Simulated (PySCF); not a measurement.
**Name the molecule from its bond curve**

A diatomic of charge 0 contains Sn. Its triplet curve at UHF-CCSD in a double-zeta basis (spin-free X2C with a Gaussian nucleus, PySCF), in eV from the separated fragments:

```
R (Å)  E (eV)
2.267  -1.621
2.368  -1.942
2.443  -2.058
2.519  -2.094
2.595  -2.068
2.695  -1.962
2.821  -1.754
2.972  -1.439
```

The fit gives ωe = 358 cm⁻¹ and the rotational constant Bₑ = 0.1169 cm⁻¹.

Question: Which atom is the partner?

Answer: The minimum lies at 2.522 Å, so the reduced mass is 16.8576 u Å² cm⁻¹/(Bₑ·Re²) = 22.67 u. With Sn at 119.90 u the partner weighs about 28.0 u: Si. The molecule is SiSn.

Correlated steps freeze 23 core orbitals. Spin–orbit coupling is left out. The state was picked by a PBE0 search and need not be the measured ground state.
